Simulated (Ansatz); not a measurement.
Born–Oppenheimer molecular dynamics of ClFH$_{6}$OSi$_{2}$ (11 atoms, charge 0, multiplicity 1). It starts at the highest image of a converged band. Of that band: A structure lower than the first end lies on the path between it and the top, so the climb from that side starts below the end, which may itself be a saddle point or a shallow side well. A structure lower than the last end lies on the path between it and the top, so the climb from that side starts below the end, which may itself be a saddle point or a shallow side well. A vibrational analysis at the climbing image gives one clearly imaginary mode, 272i cm⁻¹: a first-order saddle point.

All numbers below come from RKS r2SCAN/def2-SVP in Ansatz 0.2.0.

* ensemble: NVE (velocity Verlet)
* time step: 0.5 fs
* steps asked: 200
* starting velocities drawn for: 100 K
* seed: 11833

Frames 0.5 fs apart, positions in Å, forces in eV/Å.

Velocities at 40 fs (Å/ps):

```
Si -0.17 0.24 1.56
Cl 0.62 0.53 -0.34
H -4.62 0.93 4.09
F 0.45 -0.27 -1.09
H -2.18 2.49 6.68
O 0.34 -3.51 -0.69
Si -0.76 1.06 0.07
H -2.52 1.61 3.18
H 1.30 -3.14 -1.85
H 3.85 0.49 4.60
H -5.54 3.60 -18.75
```

```xyz
11
Properties=species:S:1:pos:R:3:forces:R:3 time_fs=40 energy_less_start_eV=0.068 T=42
Si -0.094 -0.115 -0.029 0.50 -0.12 0.00
Cl 0.188 -0.293 2.423 0.18 0.00 0.08
H 0.270 1.335 0.102 -0.09 -0.45 -0.09
F -0.828 -0.142 -1.518 0.07 0.06 -0.23
H 0.937 -1.222 -0.170 -0.53 0.57 0.03
O -1.691 -0.579 0.669 0.20 -0.04 0.18
Si -3.278 -0.604 -0.021 0.08 -0.42 0.99
H -3.373 -1.709 -0.968 -0.01 -0.30 -0.37
H -4.110 -0.884 1.199 0.05 0.12 -0.31
H -3.528 0.701 -0.593 -0.19 0.60 -0.31
H -1.327 -0.600 1.687 -0.25 -0.02 0.04
11
Properties=species:S:1:pos:R:3:forces:R:3 time_fs=40.5 energy_less_start_eV=0.067 T=43
Si -0.094 -0.115 -0.029 0.51 -0.10 -0.01
Cl 0.189 -0.292 2.423 0.20 0.01 0.07
H 0.268 1.335 0.104 -0.09 -0.44 -0.10
F -0.828 -0.142 -1.518 0.08 0.05 -0.20
H 0.935 -1.220 -0.167 -0.51 0.54 0.01
O -1.691 -0.580 0.668 0.15 -0.04 0.04
Si -3.278 -0.604 -0.021 0.07 -0.43 0.98
H -3.374 -1.708 -0.966 0.00 -0.31 -0.38
H -4.109 -0.886 1.198 0.04 0.13 -0.29
H -3.526 0.702 -0.591 -0.20 0.61 -0.32
H -1.330 -0.598 1.678 -0.26 -0.04 0.19
11
Properties=species:S:1:pos:R:3:forces:R:3 time_fs=41 energy_less_start_eV=0.063 T=46
Si -0.094 -0.115 -0.028 0.49 -0.07 -0.01
Cl 0.189 -0.292 2.423 0.21 0.02 0.06
H 0.265 1.333 0.105 -0.08 -0.41 -0.10
F -0.828 -0.143 -1.519 0.08 0.05 -0.17
H 0.932 -1.216 -0.164 -0.46 0.49 0.00
O -1.691 -0.582 0.668 0.10 -0.03 -0.10
Si -3.279 -0.603 -0.021 0.07 -0.42 0.93
H -3.376 -1.708 -0.966 0.00 -0.29 -0.38
H -4.109 -0.887 1.196 0.02 0.13 -0.26
H -3.525 0.704 -0.590 -0.19 0.59 -0.31
H -1.334 -0.596 1.669 -0.25 -0.06 0.34
11
Properties=species:S:1:pos:R:3:forces:R:3 time_fs=41.5 energy_less_start_eV=0.058 T=51
Si -0.094 -0.115 -0.027 0.45 -0.04 -0.02
Cl 0.189 -0.292 2.423 0.23 0.03 0.05
H 0.263 1.331 0.107 -0.07 -0.36 -0.10
F -0.827 -0.143 -1.519 0.09 0.05 -0.14
H 0.928 -1.212 -0.160 -0.39 0.41 -0.02
O -1.691 -0.584 0.668 0.05 -0.03 -0.24
Si -3.279 -0.603 -0.021 0.07 -0.39 0.84
H -3.377 -1.709 -0.967 0.01 -0.26 -0.36
H -4.108 -0.888 1.193 0.00 0.12 -0.22
H -3.524 0.708 -0.589 -0.18 0.53 -0.28
H -1.338 -0.595 1.661 -0.24 -0.08 0.49
11
Properties=species:S:1:pos:R:3:forces:R:3 time_fs=42 energy_less_start_eV=0.052 T=56
Si -0.094 -0.115 -0.026 0.39 0.00 -0.03
Cl 0.190 -0.292 2.423 0.24 0.04 0.04
H 0.260 1.328 0.108 -0.06 -0.30 -0.10
F -0.827 -0.143 -1.520 0.09 0.05 -0.11
H 0.923 -1.207 -0.157 -0.31 0.32 -0.04
O -1.690 -0.586 0.667 -0.01 -0.02 -0.37
Si -3.280 -0.603 -0.021 0.06 -0.34 0.72
H -3.378 -1.711 -0.968 0.02 -0.21 -0.32
H -4.107 -0.888 1.190 -0.03 0.12 -0.17
H -3.524 0.713 -0.590 -0.16 0.44 -0.25
H -1.343 -0.593 1.654 -0.22 -0.09 0.63
11
Properties=species:S:1:pos:R:3:forces:R:3 time_fs=42.5 energy_less_start_eV=0.046 T=61
Si -0.093 -0.115 -0.026 0.29 0.03 -0.03
Cl 0.190 -0.291 2.422 0.25 0.05 0.04
H 0.256 1.325 0.109 -0.04 -0.22 -0.10
F -0.827 -0.143 -1.520 0.09 0.05 -0.08
H 0.918 -1.201 -0.153 -0.21 0.21 -0.06
O -1.690 -0.588 0.667 -0.06 -0.02 -0.48
Si -3.280 -0.602 -0.020 0.06 -0.29 0.56
H -3.379 -1.713 -0.971 0.02 -0.15 -0.28
H -4.106 -0.888 1.186 -0.06 0.11 -0.12
H -3.524 0.719 -0.590 -0.14 0.34 -0.20
H -1.348 -0.592 1.649 -0.20 -0.10 0.74
11
Properties=species:S:1:pos:R:3:forces:R:3 time_fs=43 energy_less_start_eV=0.041 T=65
Si -0.093 -0.115 -0.025 0.18 0.07 -0.04
Cl 0.190 -0.291 2.422 0.25 0.05 0.03
H 0.253 1.321 0.110 -0.02 -0.13 -0.09
F -0.827 -0.143 -1.521 0.10 0.04 -0.05
H 0.911 -1.194 -0.150 -0.09 0.09 -0.08
O -1.690 -0.589 0.666 -0.11 -0.02 -0.56
Si -3.280 -0.602 -0.020 0.06 -0.22 0.39
H -3.381 -1.716 -0.974 0.03 -0.08 -0.22
H -4.106 -0.888 1.182 -0.10 0.10 -0.06
H -3.525 0.726 -0.592 -0.11 0.21 -0.15
H -1.354 -0.591 1.645 -0.18 -0.11 0.82
11
Properties=species:S:1:pos:R:3:forces:R:3 time_fs=43.5 energy_less_start_eV=0.038 T=67
Si -0.093 -0.114 -0.024 0.05 0.11 -0.05
Cl 0.191 -0.291 2.422 0.24 0.06 0.03
H 0.250 1.316 0.110 0.00 -0.04 -0.08
F -0.826 -0.143 -1.522 0.10 0.04 -0.02
H 0.905 -1.187 -0.147 0.03 -0.04 -0.10
O -1.690 -0.591 0.666 -0.15 -0.02 -0.59
Si -3.280 -0.602 -0.019 0.06 -0.16 0.20
H -3.381 -1.718 -0.977 0.04 0.00 -0.16
H -4.105 -0.888 1.178 -0.13 0.09 0.00
H -3.525 0.734 -0.593 -0.09 0.08 -0.09
H -1.361 -0.591 1.643 -0.15 -0.11 0.86
11
Properties=species:S:1:pos:R:3:forces:R:3 time_fs=44 energy_less_start_eV=0.037 T=68
Si -0.093 -0.114 -0.023 -0.10 0.14 -0.06
Cl 0.191 -0.291 2.422 0.24 0.06 0.03
H 0.246 1.311 0.111 0.02 0.06 -0.07
F -0.826 -0.143 -1.522 0.11 0.04 0.01
H 0.899 -1.180 -0.145 0.16 -0.18 -0.12
O -1.690 -0.593 0.665 -0.17 -0.02 -0.57
Si -3.281 -0.601 -0.019 0.06 -0.09 0.01
H -3.382 -1.721 -0.981 0.04 0.07 -0.10
H -4.105 -0.888 1.174 -0.17 0.07 0.07
H -3.526 0.742 -0.595 -0.06 -0.05 -0.03
H -1.367 -0.590 1.644 -0.13 -0.11 0.85
11
Properties=species:S:1:pos:R:3:forces:R:3 time_fs=44.5 energy_less_start_eV=0.039 T=67
Si -0.093 -0.114 -0.022 -0.25 0.17 -0.06
Cl 0.192 -0.290 2.422 0.22 0.06 0.02
H 0.243 1.307 0.111 0.05 0.16 -0.06
F -0.826 -0.143 -1.523 0.12 0.04 0.03
H 0.893 -1.174 -0.142 0.28 -0.31 -0.13
O -1.690 -0.595 0.664 -0.19 -0.02 -0.50
Si -3.281 -0.601 -0.018 0.07 -0.02 -0.18
H -3.383 -1.724 -0.985 0.05 0.15 -0.04
H -4.106 -0.887 1.171 -0.20 0.06 0.12
H -3.527 0.749 -0.597 -0.04 -0.18 0.02
H -1.374 -0.590 1.646 -0.11 -0.11 0.78
11
Properties=species:S:1:pos:R:3:forces:R:3 time_fs=45 energy_less_start_eV=0.043 T=64
Si -0.093 -0.114 -0.022 -0.39 0.19 -0.07
Cl 0.192 -0.290 2.422 0.20 0.06 0.02
H 0.240 1.303 0.111 0.07 0.26 -0.05
F -0.825 -0.143 -1.524 0.12 0.04 0.06
H 0.887 -1.168 -0.140 0.40 -0.43 -0.15
O -1.689 -0.596 0.663 -0.19 -0.02 -0.38
Si -3.281 -0.601 -0.018 0.07 0.03 -0.36
H -3.384 -1.726 -0.990 0.05 0.21 0.02
H -4.106 -0.886 1.167 -0.22 0.05 0.17
H -3.528 0.756 -0.599 -0.02 -0.30 0.07
H -1.381 -0.590 1.650 -0.09 -0.10 0.66
11
Properties=species:S:1:pos:R:3:forces:R:3 time_fs=45.5 energy_less_start_eV=0.047 T=60
Si -0.093 -0.114 -0.021 -0.52 0.20 -0.08
Cl 0.193 -0.290 2.422 0.18 0.06 0.03
H 0.237 1.299 0.111 0.09 0.34 -0.04
F -0.825 -0.143 -1.524 0.13 0.04 0.09
H 0.883 -1.164 -0.139 0.49 -0.53 -0.16
O -1.689 -0.598 0.663 -0.19 -0.02 -0.23
Si -3.282 -0.600 -0.017 0.07 0.08 -0.51
H -3.385 -1.727 -0.994 0.06 0.28 0.08
H -4.108 -0.885 1.164 -0.24 0.04 0.21
H -3.529 0.762 -0.601 0.00 -0.40 0.12
H -1.389 -0.591 1.656 -0.07 -0.09 0.51
```

Of the whole run (100 fs, mean temperature of the second half 71 K): The conserved energy stayed within 0.066 meV per atom of its start (net change 0.0042 meV per atom), so the integration is sound. A run of 0.1 ps of so small a system gives no equilibrium averages. The orbitals stay closed-shell, which can raise the energy where a bond breaks towards radicals; this wasn't checked here.

Run time: 8.8 min on 4 threads of Arm Neoverse V2, with other jobs on the host, peak memory 0.19 GiB.
